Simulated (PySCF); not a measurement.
Bi(Et)(OH)2 (C2H7BiO2), SMILES C[CH2][Bi]([OH])[OH]. Coordinates come from a PBE-D3(BJ)/def2-SVP optimisation. The structure was generated by enumeration; whether it is a known compound was not checked. The def2 effective core potentials stand for the cores of Bi; spin–orbit coupling is left out. The values are those of a single conformer.

Computed equilibrium geometry at PBE-D3(BJ)/def2-SVP (PySCF confirms it by a frequency run) as bond lengths and angles (one conformer of several):
Atoms: Bi1 C2 C3 H4 H5 H6 H7 H8 O9 H10 O11 H12. Bond lengths (Å): Bi1–C2 2.326, Bi1–O9 2.131, Bi1–O11 2.130, C2–C3 1.523, C2–H4 1.110, C2–H5 1.110, C3–H6 1.112, C3–H7 1.110, C3–H8 1.111, O9–H10 0.979, O11–H12 0.978. Bond angles (°): C2–Bi1–O9 94.4, C2–Bi1–O11 92.3, O9–Bi1–O11 99.6, Bi1–C2–C3 111.6, Bi1–C2–H4 106.7, Bi1–C2–H5 105.7, C3–C2–H4 112.0, C3–C2–H5 112.8, H4–C2–H5 107.7, C2–C3–H6 111.7, C2–C3–H7 111.1, C2–C3–H8 112.2, H6–C3–H7 107.3, H6–C3–H8 106.7, H7–C3–H8 107.6, Bi1–O9–H10 108.1, Bi1–O11–H12 107.8.
Charge 0, spin multiplicity 1.
